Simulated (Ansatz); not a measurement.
Consider the ligand exchange at a B–C bond: `BC(=N)CF` + `C[SiH](O)F` → `BO[SiH](C)F` + `N=CCF`.

Program: Ansatz. Geometries: PBE0-D4/def2-TZVP. ΔE: electronic, gas phase. CCSD(T)/CBS is the MP2 limit (def2-TZVPP, def2-QZVPP) plus CCSD(T) − MP2 in def2-TZVPP, frozen cores. DFT in def2-TZVPP. One conformer a species, not always the lowest.

```tsv
level	ΔE (kJ/mol)
r2SCAN-D4	-145.8
PBE	-141.2
HF/def2-TZVPP	-154.2
CCSD(T)/def2-TZVPP	-146.0
```

Task: What does CCSD(T)/CBS give? (Best estimate.)

Result: The calculation gave: -144.7 kJ/mol. The listed levels differ from it by -1.1, 3.5, -9.5, -1.3 kJ/mol.

Largest T1 diagnostic among the species: 0.012.

In def2-TZVPP, CCSD(T) changes the Hartree–Fock value by +8.2 kJ/mol (the triples alone add +0.8 kJ/mol) and MP2 by +8.3 kJ/mol.
